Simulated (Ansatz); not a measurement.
C₅H₁₂B, doublet, at a GFN2-xTB geometry; PBE/def2-SVP (Ansatz, a program for electronic structure).

The Ansatz input:
Ansatz 0.2 input:
```yaml
crystal:
  periodic: [false, false, false]
  atoms:
    - {symbol: C, position_ang: [0.10409044, 0.61883245, -1.64324579]}
    - {symbol: B, position_ang: [-0.03673243, 0.38608715, -0.17644443]}
    - {symbol: C, position_ang: [1.17071369, -0.05286652, 0.76868788]}
    - {symbol: C, position_ang: [2.47588794, -0.45167808, 0.08272398]}
    - {symbol: C, position_ang: [-1.47518250, 0.54910000, 0.51736773]}
    - {symbol: C, position_ang: [-2.26454479, -0.75107039, 0.31908363]}
    - {symbol: H, position_ang: [1.02173887, 0.92503159, -2.12099606]}
    - {symbol: H, position_ang: [-0.71577674, 0.52662001, -2.33942613]}
    - {symbol: H, position_ang: [0.85502393, -0.87237012, 1.42010092]}
    - {symbol: H, position_ang: [1.37138162, 0.78743792, 1.44263178]}
    - {symbol: H, position_ang: [2.31780254, -1.30165364, -0.57736087]}
    - {symbol: H, position_ang: [2.86634279, 0.37195802, -0.51033938]}
    - {symbol: H, position_ang: [3.23185633, -0.72767288, 0.81696201]}
    - {symbol: H, position_ang: [-1.39105397, 0.74477089, 1.58736705]}
    - {symbol: H, position_ang: [-2.05247428, 1.36841118, 0.08569121]}
    - {symbol: H, position_ang: [-2.39018860, -0.96776359, -0.73921279]}
    - {symbol: H, position_ang: [-1.74473043, -1.58928146, 0.77759154]}
    - {symbol: H, position_ang: [-3.25204853, -0.66982835, 0.77150825]}
basis:
  gaussian:
    orbitals: def2-SVP
hamiltonian:
  xc: pbe
magnetization: {spin_polarized: true, initial_magnetization: 1}
```

### Question
Predict the main parts of the log of this Ansatz run.

### Answer

```
Functional definition: PBE
1640 factors; their error is unknown
mean field evaluation 1: about -6024.0541 eV, gradient 5.9e1 eV
mean field evaluation 2: about -5997.9198 eV, gradient 8.8e1 eV
mean field evaluation 4: about -6042.2311 eV, gradient 6.9e0 eV
mean field evaluation 8: about -6042.4900 eV, gradient 1.6e-1 eV
mean field evaluation 16: about -6042.4278 eV, gradient 5.1e-4 eV
mean field -6042.42779549 eV, -222.0551257794 hartree, gradient 2.2e-5 eV, S^2 0.752957; 0 other end points of the search recorded, 0 dependent functions left out
reference -6042.42783355 eV, -222.0551271781 hartree; 24, 23 occupied and 120, 121 virtual orbitals, 1640 factors
Total energy: -6042.42783355 eV, -222.0551271781 hartree
```
